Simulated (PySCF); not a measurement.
**ORD: SMILES C[C@@]1(F)CCO[C@@H]1F, C$_{5}$H$_{8}$F$_{2}$O**

Molfile (atoms numbered from 1):
```
C5H8F2O
     RDKit          3D

 16 16  0  0  0  0  0  0  0  0999 V2000
    1.7521    0.1988    0.1852 C   0  0  0  0  0  0  0  0  0  0  0  0
    0.4461    0.1887   -0.5936 C   0  0  1  0  0  0  0  0  0  0  0  0
    0.7246    0.3953   -1.9272 F   0  0  0  0  0  0  0  0  0  0  0  0
   -0.3877   -1.0829   -0.3908 C   0  0  0  0  0  0  0  0  0  0  0  0
   -1.3443   -0.7026    0.7498 C   0  0  0  0  0  0  0  0  0  0  0  0
   -1.1417    0.6910    1.0190 O   0  0  0  0  0  0  0  0  0  0  0  0
   -0.5264    1.2632   -0.0589 C   0  0  2  0  0  0  0  0  0  0  0  0
   -1.4532    1.5695   -1.0373 F   0  0  0  0  0  0  0  0  0  0  0  0
    1.5450    0.1378    1.2498 H   0  0  0  0  0  0  0  0  0  0  0  0
    2.2978    1.1162   -0.0231 H   0  0  0  0  0  0  0  0  0  0  0  0
    2.3653   -0.6468   -0.1166 H   0  0  0  0  0  0  0  0  0  0  0  0
    0.2316   -1.9413   -0.1426 H   0  0  0  0  0  0  0  0  0  0  0  0
   -0.9323   -1.2891   -1.3119 H   0  0  0  0  0  0  0  0  0  0  0  0
   -2.3906   -0.8649    0.4745 H   0  0  0  0  0  0  0  0  0  0  0  0
   -1.1308   -1.2346    1.6789 H   0  0  0  0  0  0  0  0  0  0  0  0
   -0.0631    2.2105    0.2335 H   0  0  0  0  0  0  0  0  0  0  0  0
  1  2  1  0
  2  3  1  6
  2  4  1  0
  4  5  1  0
  5  6  1  0
  6  7  1  0
  7  8  1  0
  7  2  1  0
  1  9  1  0
  1 10  1  0
  1 11  1  0
  4 12  1  0
  4 13  1  0
  5 14  1  0
  5 15  1  0
  7 16  1  1
M  END
```

Level of theory: PySCF, TDDFT CAM-B3LYP/def2-SVPD circular dichroism and optical rotation, one conformer, gas phase. Geometry: GFN2-xTB.

Stereocentres: C2 R, C7 R.

(1) What is the specific rotation at 633, 589.3, 546, 436, 405, 365, 355 nm?

(2) And for the mirror image at 589.3 nm?

(3) What is the molar rotation [Φ] = [α]·M/100 of the geometry above at 589.3 nm?

## Answers

(1) [α] in deg dm⁻¹ (g/mL)⁻¹:
| λ (nm) | origin-invariant length gauge | modified velocity gauge | length gauge (centre of mass) | isotropic polarisability (au) |
| --- | --- | --- | --- | --- |
| 633 | +31.2 | +33.0 | +32.4 | 62.8 |
| 589.3 | +36.3 | +38.3 | +37.6 | 63.0 |
| 546 | +42.7 | +45.0 | +44.3 | 63.2 |
| 436 | +69.8 | +73.2 | +72.2 | 63.9 |
| 405 | +82.3 | +86.2 | +85.2 | 64.3 |
| 365 | +104.6 | +109.1 | +108.3 | 64.9 |
| 355 | +111.7 | +116.4 | +115.6 | 65.0 |

(2) -36.3 deg dm⁻¹ (g/mL)⁻¹ (origin-invariant length gauge): the same size and the opposite sign.

(3) With M = 122.11 g/mol, +44.4 deg cm² dmol⁻¹ (origin-invariant length gauge).

The first excitation lies at 8.16 eV (152 nm) with R = -1.5 × 10⁻⁴⁰ esu² cm² (velocity form).
